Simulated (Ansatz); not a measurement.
Born–Oppenheimer molecular dynamics of a periodic cell of 17 atoms, LiSi16 (host Si, host structure diamond, interstitial Li), cell charge +1. It starts from a relaxed structure.

These are results of DFT PBE, scalar-relativistic, plane waves, PAW (Ansatz), not measurements. Settings: PAW set soft_1, cutoff 420 eV, k mesh 2x2x2, fermi-dirac smearing 0.02 eV, no spin polarisation.

* ensemble: NVT, Langevin thermostat
* time step: 1 fs
* steps asked: 180
* set temperature: 1200 K
* friction: 0.005 /fs
* seed: 268001

Frames 2 fs apart, positions in Å, forces in eV/Å.

Velocities at 90.0 fs (Å/ps):

```
Si -10.03 -0.66 -2.54
Si 0.73 -2.32 2.78
Si 7.50 -4.81 -0.14
Si -0.81 5.44 -7.79
Si -10.00 -5.59 4.50
Si 4.56 1.55 -4.11
Si -5.11 -2.00 -5.38
Si 16.93 4.53 -2.94
Si -3.90 1.62 9.57
Si -3.17 5.54 1.82
Si 3.05 -1.52 -5.23
Si 4.96 -0.02 -0.51
Si -1.98 -7.79 -0.49
Si 1.82 -2.55 -5.88
Si -1.27 -5.30 -4.36
Si -2.42 -6.23 -7.88
Li -12.17 -5.74 -21.18
```

```xyz
17
Lattice="0.0000 5.4300 5.4300 5.4300 0.0000 5.4300 5.4300 5.4300 0.0000" Properties=species:S:1:pos:R:3:forces:R:3 time_fs=90.0 energy_less_start_eV=1.712 T=991
Si -0.224 0.067 -0.176 0.90 -0.95 1.14
Si 1.190 1.564 1.001 0.35 -0.02 -0.35
Si 2.734 3.077 -0.050 -0.40 0.00 0.37
Si 4.066 4.279 1.598 0.77 -0.89 -2.26
Si 2.514 0.176 2.369 0.60 -0.32 -0.92
Si 4.061 1.213 3.703 -0.31 1.93 0.12
Si 5.569 2.728 2.489 -0.47 -0.62 0.67
Si 6.703 4.414 3.860 0.46 -1.83 -0.01
Si -0.154 2.782 2.436 1.07 -0.66 2.12
Si 1.166 3.875 4.185 -0.28 0.03 -0.44
Si 2.716 5.266 3.063 -0.36 1.04 1.11
Si 4.125 6.952 4.204 -0.18 -0.31 -0.49
Si 2.661 2.441 5.355 0.43 -0.15 -0.97
Si 3.940 3.996 6.557 -0.95 1.38 -0.59
Si 5.408 5.390 5.367 -0.45 0.88 1.23
Si 6.997 6.427 6.838 -1.27 0.61 -0.45
Li 8.064 8.197 8.253 0.09 -0.12 -0.27
17
Lattice="0.0000 5.4300 5.4300 5.4300 0.0000 5.4300 5.4300 5.4300 0.0000" Properties=species:S:1:pos:R:3:forces:R:3 time_fs=92.0 energy_less_start_eV=1.737 T=933
Si -0.243 0.066 -0.180 1.15 -0.83 1.20
Si 1.192 1.559 1.007 0.17 0.07 -0.34
Si 2.748 3.069 -0.049 -0.50 -0.04 0.30
Si 4.065 4.290 1.580 0.78 -1.03 -2.11
Si 2.495 0.164 2.377 1.10 0.01 -1.26
Si 4.069 1.215 3.695 -0.55 1.87 -0.03
Si 5.560 2.725 2.479 -0.34 -0.47 0.67
Si 6.738 4.422 3.856 -0.05 -2.16 0.42
Si -0.160 2.785 2.456 1.16 -0.63 1.82
Si 1.160 3.886 4.188 -0.16 -0.07 -0.42
Si 2.721 5.263 3.053 -0.44 1.10 1.17
Si 4.133 6.952 4.202 -0.30 -0.33 -0.51
Si 2.659 2.425 5.353 0.43 0.04 -1.06
Si 3.942 3.992 6.546 -1.00 1.24 -0.43
Si 5.405 5.380 5.359 -0.32 0.82 1.06
Si 6.991 6.415 6.824 -1.30 0.56 -0.32
Li 8.043 8.181 8.212 0.18 -0.15 -0.16
17
Lattice="0.0000 5.4300 5.4300 5.4300 0.0000 5.4300 5.4300 5.4300 0.0000" Properties=species:S:1:pos:R:3:forces:R:3 time_fs=94.0 energy_less_start_eV=1.787 T=902
Si -0.262 0.065 -0.184 1.38 -0.69 1.21
Si 1.193 1.553 1.014 0.01 0.17 -0.34
Si 2.763 3.062 -0.045 -0.61 -0.08 0.21
Si 4.067 4.301 1.560 0.73 -1.17 -1.86
Si 2.477 0.154 2.383 1.61 0.35 -1.61
Si 4.075 1.221 3.688 -0.75 1.78 -0.16
Si 5.552 2.722 2.469 -0.23 -0.33 0.65
Si 6.773 4.426 3.851 -0.59 -2.47 0.94
Si -0.164 2.788 2.476 1.18 -0.57 1.48
Si 1.153 3.896 4.192 -0.04 -0.14 -0.41
Si 2.724 5.262 3.044 -0.49 1.11 1.18
Si 4.139 6.954 4.197 -0.37 -0.39 -0.48
Si 2.655 2.411 5.350 0.41 0.20 -1.13
Si 3.942 3.990 6.534 -1.02 1.08 -0.24
Si 5.399 5.371 5.353 -0.17 0.76 0.82
Si 6.982 6.404 6.809 -1.31 0.52 -0.20
Li 8.025 8.162 8.170 0.25 -0.15 -0.06
17
Lattice="0.0000 5.4300 5.4300 5.4300 0.0000 5.4300 5.4300 5.4300 0.0000" Properties=species:S:1:pos:R:3:forces:R:3 time_fs=96.0 energy_less_start_eV=1.844 T=853
Si -0.276 0.065 -0.185 1.54 -0.51 1.12
Si 1.191 1.547 1.020 -0.04 0.26 -0.32
Si 2.779 3.055 -0.040 -0.75 -0.14 0.12
Si 4.070 4.313 1.538 0.65 -1.30 -1.54
Si 2.464 0.141 2.388 2.04 0.75 -1.98
Si 4.081 1.229 3.682 -0.92 1.64 -0.24
Si 5.545 2.718 2.461 -0.14 -0.17 0.62
Si 6.806 4.428 3.846 -1.10 -2.75 1.50
Si -0.165 2.792 2.498 1.13 -0.46 1.10
Si 1.144 3.907 4.194 0.13 -0.21 -0.38
Si 2.727 5.265 3.036 -0.51 1.08 1.14
Si 4.143 6.957 4.191 -0.41 -0.45 -0.43
Si 2.651 2.399 5.347 0.37 0.34 -1.19
Si 3.940 3.990 6.523 -0.99 0.86 -0.03
Si 5.393 5.364 5.350 -0.01 0.68 0.54
Si 6.969 6.393 6.795 -1.28 0.51 -0.08
Li 8.010 8.143 8.128 0.31 -0.13 0.04
17
Lattice="0.0000 5.4300 5.4300 5.4300 0.0000 5.4300 5.4300 5.4300 0.0000" Properties=species:S:1:pos:R:3:forces:R:3 time_fs=98.0 energy_less_start_eV=1.903 T=799
Si -0.289 0.066 -0.186 1.66 -0.30 0.97
Si 1.187 1.543 1.029 -0.05 0.33 -0.29
Si 2.795 3.050 -0.035 -0.91 -0.19 0.05
Si 4.075 4.326 1.516 0.52 -1.42 -1.18
Si 2.457 0.128 2.390 2.34 1.10 -2.30
Si 4.085 1.240 3.674 -1.04 1.46 -0.27
Si 5.538 2.715 2.452 -0.07 -0.03 0.58
Si 6.833 4.426 3.844 -1.50 -2.97 1.96
Si -0.162 2.796 2.523 1.02 -0.36 0.66
Si 1.136 3.919 4.194 0.31 -0.27 -0.29
Si 2.728 5.268 3.029 -0.51 1.03 1.04
Si 4.142 6.960 4.183 -0.41 -0.55 -0.32
Si 2.648 2.387 5.343 0.31 0.49 -1.21
Si 3.939 3.993 6.514 -0.94 0.63 0.17
Si 5.387 5.361 5.347 0.10 0.62 0.25
Si 6.954 6.382 6.783 -1.19 0.52 0.02
Li 7.997 8.125 8.085 0.36 -0.10 0.13
17
Lattice="0.0000 5.4300 5.4300 5.4300 0.0000 5.4300 5.4300 5.4300 0.0000" Properties=species:S:1:pos:R:3:forces:R:3 time_fs=100.0 energy_less_start_eV=1.952 T=732
Si -0.300 0.066 -0.187 1.76 -0.04 0.76
Si 1.184 1.541 1.036 -0.05 0.36 -0.25
Si 2.808 3.046 -0.030 -1.02 -0.25 -0.02
Si 4.084 4.338 1.496 0.35 -1.53 -0.78
Si 2.452 0.115 2.390 2.52 1.38 -2.50
Si 4.088 1.254 3.667 -1.11 1.25 -0.26
Si 5.535 2.712 2.442 -0.01 0.10 0.57
Si 6.857 4.420 3.845 -1.78 -3.09 2.28
Si -0.157 2.800 2.548 0.87 -0.27 0.24
Si 1.127 3.929 4.195 0.49 -0.32 -0.19
Si 2.728 5.271 3.024 -0.48 0.96 0.92
Si 4.138 6.960 4.176 -0.40 -0.62 -0.21
Si 2.647 2.374 5.338 0.26 0.65 -1.22
Si 3.939 3.998 6.508 -0.89 0.39 0.35
Si 5.381 5.357 5.345 0.18 0.56 -0.02
Si 6.939 6.372 6.772 -1.10 0.54 0.10
Li 7.990 8.108 8.041 0.40 -0.06 0.22
17
Lattice="0.0000 5.4300 5.4300 5.4300 0.0000 5.4300 5.4300 5.4300 0.0000" Properties=species:S:1:pos:R:3:forces:R:3 time_fs=102.0 energy_less_start_eV=1.982 T=729
Si -0.309 0.066 -0.189 1.86 0.22 0.54
Si 1.180 1.540 1.040 -0.03 0.37 -0.20
Si 2.818 3.042 -0.026 -1.10 -0.29 -0.05
Si 4.095 4.348 1.476 0.11 -1.62 -0.36
Si 2.453 0.103 2.385 2.57 1.58 -2.56
Si 4.091 1.271 3.660 -1.18 1.02 -0.24
Si 5.532 2.709 2.432 0.10 0.21 0.55
Si 6.879 4.410 3.846 -1.94 -3.12 2.42
Si -0.149 2.804 2.574 0.71 -0.22 -0.17
Si 1.121 3.938 4.196 0.68 -0.36 -0.08
Si 2.725 5.277 3.020 -0.41 0.86 0.75
Si 4.133 6.962 4.169 -0.37 -0.71 -0.11
Si 2.648 2.362 5.333 0.19 0.79 -1.20
Si 3.938 4.003 6.504 -0.82 0.17 0.47
Si 5.377 5.352 5.342 0.22 0.52 -0.25
Si 6.923 6.362 6.762 -0.98 0.58 0.18
Li 7.990 8.092 7.997 0.40 -0.02 0.31
17
Lattice="0.0000 5.4300 5.4300 5.4300 0.0000 5.4300 5.4300 5.4300 0.0000" Properties=species:S:1:pos:R:3:forces:R:3 time_fs=104.0 energy_less_start_eV=1.994 T=731
Si -0.318 0.066 -0.192 1.97 0.47 0.30
Si 1.176 1.540 1.043 -0.01 0.36 -0.12
Si 2.827 3.036 -0.021 -1.16 -0.29 -0.06
Si 4.106 4.357 1.457 -0.14 -1.74 0.06
Si 2.457 0.092 2.378 2.49 1.68 -2.47
Si 4.094 1.289 3.652 -1.27 0.79 -0.20
Si 5.528 2.706 2.426 0.23 0.34 0.50
Si 6.896 4.398 3.853 -1.96 -3.07 2.35
Si -0.138 2.807 2.600 0.54 -0.19 -0.57
Si 1.117 3.947 4.196 0.85 -0.36 0.04
Si 2.721 5.284 3.014 -0.32 0.75 0.60
Si 4.128 6.962 4.163 -0.34 -0.78 -0.02
Si 2.650 2.351 5.327 0.11 0.90 -1.15
Si 3.934 4.008 6.503 -0.69 -0.01 0.55
Si 5.374 5.346 5.336 0.20 0.47 -0.41
Si 6.905 6.351 6.753 -0.86 0.66 0.21
Li 7.997 8.073 7.955 0.36 0.02 0.40
17
Lattice="0.0000 5.4300 5.4300 5.4300 0.0000 5.4300 5.4300 5.4300 0.0000" Properties=species:S:1:pos:R:3:forces:R:3 time_fs=106.0 energy_less_start_eV=1.990 T=708
Si -0.325 0.070 -0.196 2.06 0.69 0.06
Si 1.173 1.539 1.044 0.01 0.36 -0.05
Si 2.832 3.027 -0.019 -1.18 -0.25 -0.02
Si 4.118 4.366 1.439 -0.39 -1.86 0.44
Si 2.463 0.084 2.368 2.34 1.69 -2.24
Si 4.097 1.310 3.647 -1.37 0.53 -0.17
Si 5.524 2.704 2.423 0.39 0.48 0.43
Si 6.910 4.385 3.861 -1.88 -2.95 2.13
Si -0.127 2.809 2.624 0.37 -0.20 -0.93
Si 1.115 3.957 4.196 0.99 -0.34 0.17
Si 2.716 5.294 3.009 -0.21 0.60 0.45
Si 4.121 6.960 4.158 -0.28 -0.85 0.05
Si 2.651 2.343 5.317 0.03 0.99 -1.05
Si 3.930 4.013 6.507 -0.57 -0.18 0.57
Si 5.370 5.337 5.332 0.14 0.44 -0.55
Si 6.887 6.339 6.746 -0.75 0.78 0.22
Li 8.008 8.048 7.915 0.31 0.07 0.49
17
Lattice="0.0000 5.4300 5.4300 5.4300 0.0000 5.4300 5.4300 5.4300 0.0000" Properties=species:S:1:pos:R:3:forces:R:3 time_fs=108.0 energy_less_start_eV=1.965 T=712
Si -0.329 0.075 -0.200 2.11 0.88 -0.17
Si 1.170 1.537 1.045 0.03 0.37 0.02
Si 2.834 3.018 -0.020 -1.17 -0.20 0.06
Si 4.128 4.374 1.422 -0.62 -1.99 0.78
Si 2.472 0.076 2.355 2.09 1.60 -1.85
Si 4.100 1.333 3.640 -1.47 0.26 -0.10
Si 5.524 2.702 2.424 0.53 0.63 0.32
Si 6.921 4.369 3.874 -1.72 -2.71 1.74
Si -0.117 2.810 2.646 0.22 -0.22 -1.22
Si 1.114 3.968 4.194 1.11 -0.33 0.28
Si 2.711 5.305 3.004 -0.10 0.45 0.31
Si 4.113 6.958 4.155 -0.21 -0.89 0.10
Si 2.651 2.336 5.308 -0.04 1.08 -0.95
Si 3.927 4.018 6.513 -0.46 -0.34 0.54
Si 5.365 5.328 5.328 0.09 0.41 -0.67
Si 6.870 6.328 6.739 -0.65 0.90 0.22
Li 8.020 8.025 7.879 0.25 0.11 0.57
17
Lattice="0.0000 5.4300 5.4300 5.4300 0.0000 5.4300 5.4300 5.4300 0.0000" Properties=species:S:1:pos:R:3:forces:R:3 time_fs=110.0 energy_less_start_eV=1.920 T=754
Si -0.330 0.083 -0.204 2.12 1.03 -0.35
Si 1.170 1.537 1.044 0.01 0.37 0.12
Si 2.831 3.010 -0.022 -1.05 -0.17 0.18
Si 4.139 4.379 1.407 -0.82 -2.07 1.04
Si 2.482 0.070 2.341 1.79 1.47 -1.37
Si 4.101 1.356 3.633 -1.55 0.00 -0.03
Si 5.526 2.703 2.426 0.65 0.73 0.23
Si 6.929 4.347 3.889 -1.55 -2.37 1.23
Si -0.109 2.812 2.665 0.11 -0.27 -1.49
Si 1.113 3.978 4.192 1.23 -0.30 0.40
Si 2.704 5.318 2.998 0.01 0.27 0.19
Si 4.108 6.954 4.151 -0.19 -0.89 0.14
Si 2.650 2.332 5.298 -0.11 1.14 -0.86
Si 3.924 4.023 6.520 -0.34 -0.48 0.46
Si 5.360 5.319 5.322 0.07 0.37 -0.73
Si 6.854 6.318 6.734 -0.56 1.03 0.20
Li 8.037 8.004 7.844 0.18 0.12 0.65
17
Lattice="0.0000 5.4300 5.4300 5.4300 0.0000 5.4300 5.4300 5.4300 0.0000" Properties=species:S:1:pos:R:3:forces:R:3 time_fs=112.0 energy_less_start_eV=1.857 T=810
Si -0.330 0.095 -0.209 2.07 1.10 -0.44
Si 1.169 1.539 1.041 0.01 0.36 0.21
Si 2.825 3.001 -0.028 -0.89 -0.17 0.35
Si 4.148 4.380 1.396 -0.98 -2.06 1.17
Si 2.496 0.066 2.325 1.41 1.32 -0.83
Si 4.100 1.379 3.625 -1.58 -0.22 0.03
Si 5.531 2.707 2.429 0.74 0.79 0.15
Si 6.937 4.321 3.907 -1.39 -1.94 0.63
Si -0.100 2.816 2.683 0.00 -0.34 -1.71
Si 1.113 3.988 4.193 1.33 -0.24 0.49
Si 2.698 5.331 2.993 0.11 0.09 0.08
Si 4.105 6.949 4.150 -0.19 -0.85 0.13
Si 2.649 2.329 5.289 -0.19 1.18 -0.75
Si 3.919 4.027 6.529 -0.17 -0.58 0.34
Si 5.353 5.312 5.315 0.05 0.27 -0.75
Si 6.835 6.309 6.729 -0.45 1.18 0.20
Li 8.058 7.985 7.813 0.10 0.11 0.71
```

Of the whole run (180 fs, mean temperature of the second half 812 K): The mean temperature of the second half is 32 % below the set value. A run of 0.18 ps of so small a system gives no equilibrium averages. Limits of this set-up: charged cell in a uniform background, uncorrected.

Time of the run: 14 min on 1 thread of Arm Neoverse V2, with other jobs on the host, peak memory 0.65 GiB.
